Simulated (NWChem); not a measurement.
System: hexafluorosilicate (SiF6 (charge -2)); SMILES F[Si-2](F)(F)(F)(F)F

Input file for NWChem:

```
start job
memory heap 200 mb stack 900 mb global 1100 mb
charge -2
geometry units angstroms noautoz
  F     -1.410722     0.859010    -0.556923
  Si     0.000000     0.000000     0.000000
  F     -1.008738    -1.004610     1.005699
  F      1.008738     1.004610    -1.005699
  F      0.174650     1.136251     1.310210
  F      1.410722    -0.859010     0.556923
  F     -0.174650    -1.136251    -1.310210
end
basis spherical
  * library def2-tzvpp
end
dft
  xc xpbe96 cpbe96
  iterations 150
  semidirect filesize 400000000
  mulliken
end
task dft gradient
```

Excerpt of the output:

```
             Northwest Computational Chemistry Package (NWChem) 7.3.0
             --------------------------------------------------------

 CI  symmetry detected

                             Geometry "geometry" -> ""
                             -------------------------

 Output coordinates in angstroms (scale by  1.889725989 to convert to a.u.)

  No.       Tag          Charge          X              Y              Z
 ---- ---------------- ---------- -------------- -------------- --------------
    1 F                    9.0000    -0.10611090    -0.80251625    -1.54366645
    2 Si                  14.0000     0.00000000     0.00000000     0.00000000
    3 F                    9.0000    -1.18231273     1.16783747    -0.52584820
    4 F                    9.0000     1.18231273    -1.16783747     0.52584820
    5 F                    9.0000     1.27635690     1.01507140    -0.61543669
    6 F                    9.0000     0.10611090     0.80251625     1.54366645
    7 F                    9.0000    -1.27635690    -1.01507140     0.61543669

 Effective nuclear repulsion energy (a.u.)     475.0649630203

      Symmetry information
      --------------------

 Group name             Ci
 Group number              3
 Group order               2
 No. of unique centers     4

  pbe96 is a nonlocal functional; adding pw91lda local functional.

                                 NWChem DFT Module
                                 -----------------

 Summary of "ao basis" -> "ao basis" (spherical)
 ------------------------------------------------------------------------------
       Tag                 Description            Shells   Functions and Types
 ---------------- ------------------------------  ------  ---------------------
 F                         def2-tzvpp               11       31   5s3p2d1f
 Si                        def2-tzvpp               14       42   5s5p3d1f

      Symmetry analysis of basis
      --------------------------

        ag        113
        au        115

            General Information
            -------------------
          SCF calculation type: DFT
          Wavefunction type:  closed shell.
          No. of atoms     :     7
          No. of electrons :    70
           Alpha electrons :    35
            Beta electrons :    35
          Charge           :    -2
          Spin multiplicity:     1
          Use of symmetry is: on ; symmetry adaption is: on
          Maximum number of iterations: 150
          AO basis - number of functions:   228
                     number of shells:    80
          Convergence on energy requested:  1.00D-06
          Convergence on density requested:  1.00D-05
          Convergence on gradient requested:  5.00D-04

              XC Information
              --------------
          PerdewBurkeErnzerhof Exchange Functional  1.000
            Perdew 1991 LDA Correlation Functional  1.000 local
           PerdewBurkeErnz. Correlation Functional  1.000 non-local

             Grid Information
             ----------------
          Grid used for XC integration:  medium
          Radial quadrature: Mura-Knowles
          Angular quadrature: Lebedev.
          Tag              B.-S. Rad. Rad. Pts. Rad. Cut. Ang. Pts.
          ---              ---------- --------- --------- ---------
          F                   0.50       49           9.0       434
          Si                  1.10       88           6.0       590
          Grid pruning is: on
          Number of quadrature shells:   235
          Spatial weights used:  Erf1

      Superposition of Atomic Density Guess
      -------------------------------------

 Sum of atomic energies:        -885.34388072

 Renormalizing density from      68.00 to     70

      Non-variational initial energy
      ------------------------------

 Total energy =    -900.677564
 1-e energy   =   -2248.057084
 2-e energy   =     872.314557
 HOMO         =       0.006069
 LUMO         =       0.590682

      Symmetry analysis of molecular orbitals - initial
      -------------------------------------------------

  Numbering of irreducible representations:

     1 ag          2 au

  Orbital symmetries:

     1 ag          2 ag          3 au          4 au          5 au
     6 ag          7 ag          8 ag          9 au         10 au
    11 au         12 ag         13 au         14 au         15 au
    16 ag         17 ag         18 ag         19 au         20 au
    21 au         22 ag         23 ag         24 ag         25 ag
    26 ag         27 au         28 au         29 au         30 au
    31 au         32 au         33 ag         34 ag         35 ag
    36 ag         37 au         38 au         39 au         40 ag
    41 ag         42 ag         43 au         44 au         45 au

------------------------------------------------------------
EAF file 0: "./job.aoints.0" size=449839104 bytes
------------------------------------------------------------
               write      read    awrite     aread      wait
               -----      ----    ------     -----      ----
     calls:      858         0         0         0         0
   data(b): 4.50e+08  0.00e+00  0.00e+00  0.00e+00
   time(s): 0.00e+00  0.00e+00  0.00e+00  0.00e+00  0.00e+00
rate(mb/s): 0.00e+00  0.00e+00
------------------------------------------------------------

     ---------------------------------------------
      Total Density - Mulliken Population Analysis
     ---------------------------------------------

    Atom       Charge   Shell Charges
 -----------   ------   -------------------------------------------------------
    1 F    9     9.73   0.77  1.20  0.57  1.01  0.35  2.20  2.31  1.32  0.00  0.00  0.00
    2 Si  14    11.64   2.00  0.55  1.42  0.44  0.14  3.96  1.84  0.39  0.34  0.26  0.00  0.21 -0.03  0.12
    3 F    9     9.73   0.77  1.20  0.57  1.01  0.35  2.20  2.31  1.32  0.00  0.00  0.00
    4 F    9     9.73   0.77  1.20  0.57  1.01  0.35  2.20  2.31  1.32  0.00  0.00  0.00
    5 F    9     9.73   0.77  1.20  0.57  1.01  0.35  2.20  2.31  1.32  0.00  0.00  0.00
    6 F    9     9.73   0.77  1.20  0.57  1.01  0.35  2.20  2.31  1.32  0.00  0.00  0.00
    7 F    9     9.73   0.77  1.20  0.57  1.01  0.35  2.20  2.31  1.32  0.00  0.00  0.00

   convergence    iter        energy       DeltaE   RMS-Dens  Diis-err
 ---------------- ----- ----------------- --------- --------- ---------
 d= 0,ls=0.0,diis     1   -888.1517833631 -1.36D+03  8.02D-03  5.16D+00
 d= 0,ls=0.0,diis     2   -888.2274364617 -7.57D-02  5.47D-03  2.49D+00
 d= 0,ls=0.0,diis     3   -888.4092461980 -1.82D-01  1.23D-03  2.35D-01
 d= 0,ls=0.0,diis     4   -888.4247265319 -1.55D-02  4.84D-04  6.52D-02
 d= 0,ls=0.0,diis     5   -888.4290754733 -4.35D-03  7.90D-05  7.76D-04
  Resetting Diis
 d= 0,ls=0.0,diis     6   -888.4291369775 -6.15D-05  6.36D-06  1.20D-05
 d= 0,ls=0.0,diis     7   -888.4291377053 -7.28D-07  1.27D-06  7.66D-08

         Total DFT energy =     -888.429137705278
      One electron energy =    -2217.501047983797
           Coulomb energy =      937.734515529834
    Exchange-Corr. energy =      -83.727568271660
 Nuclear repulsion energy =      475.064963020346

 Numeric. integr. density =       69.999995156464

                  Occupations of the irreducible representations
                  ----------------------------------------------

                     irrep           alpha         beta
                     --------     --------     --------
                     ag               17.0         17.0
                     au               18.0         18.0

                       DFT Final Molecular Orbital Analysis
                       ------------------------------------

 Vector   33  Occ=2.000000D+00  E= 1.114568D-01  Symmetry=ag
              MO Center= -2.3D-14,  4.0D-14,  1.2D-13, r^2= 3.5D+00
   Bfn.  Coefficient  Atom+Function         Bfn.  Coefficient  Atom+Function
  ----- ------------  ---------------      ----- ------------  ---------------
   143      0.235640  5 F  pz               205     -0.235640  7 F  pz
   146      0.187696  5 F  pz               208     -0.187696  7 F  pz
     6      0.186636  1 F  px               172     -0.186636  6 F  px
     7      0.159184  1 F  py               173     -0.159184  6 F  py
   149      0.149579  5 F  pz               211     -0.149579  7 F  pz

 Vector   34  Occ=2.000000D+00  E= 1.114577D-01  Symmetry=ag
              MO Center=  9.9D-16, -3.0D-15,  1.3D-16, r^2= 3.5D+00
   Bfn.  Coefficient  Atom+Function         Bfn.  Coefficient  Atom+Function
  ----- ------------  ---------------      ----- ------------  ---------------
    81      0.231970  3 F  pz               112     -0.231970  4 F  pz
     6     -0.185147  1 F  px                84      0.184773  3 F  pz
   115     -0.184773  4 F  pz               172      0.185147  6 F  px
     7      0.171120  1 F  py               173     -0.171120  6 F  py
     9     -0.147477  1 F  px                87      0.147250  3 F  pz

[...]

                         DFT ENERGY GRADIENTS

    atom               coordinates                        gradient
                 x          y          z           x          y          z
   1 F      -0.200521  -1.516536  -2.917107   -0.000109  -0.000806  -0.001547
   2 Si      0.000000   0.000000   0.000000    0.000000   0.000000   0.000000
   3 F      -2.234247   2.206893  -0.993709   -0.001185   0.001171  -0.000527
   4 F       2.234247  -2.206893   0.993709    0.001185  -0.001171   0.000527
   5 F       2.411965   1.918207  -1.163007    0.001279   0.001019  -0.000619
   6 F       0.200521   1.516536   2.917107    0.000109   0.000806   0.001547
   7 F      -2.411965  -1.918207   1.163007   -0.001279  -0.001019   0.000619
```

Level: PBE/def2-TZVPP. Sets without diffuse functions describe the anion's extra electron poorly. All runs use the structure optimised with B3LYP/def2-SVPD. Not confirmed as a minimum by frequencies. The highest occupied level is positive, so the extra electron may be held by the finite basis.
